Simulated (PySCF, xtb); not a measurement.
BCl2Br, SMILES BrB(Cl)Cl.

GFN2-xTB run with xtb 6.7.1 at its own geometry gives an orbital gap of 4.20 eV and a dipole moment of 3.41 D.

The structure is a stationary point at PBE0-D3(BJ)/def2-SVP.

### Question
What does PySCF with B3LYP/def2-TZVPD give? (Estimate from the structure and the level; the computed values follow.)

### Answer
gap 6.31 eV (levels -8.42 and -2.11 eV), dipole 0.03 D.
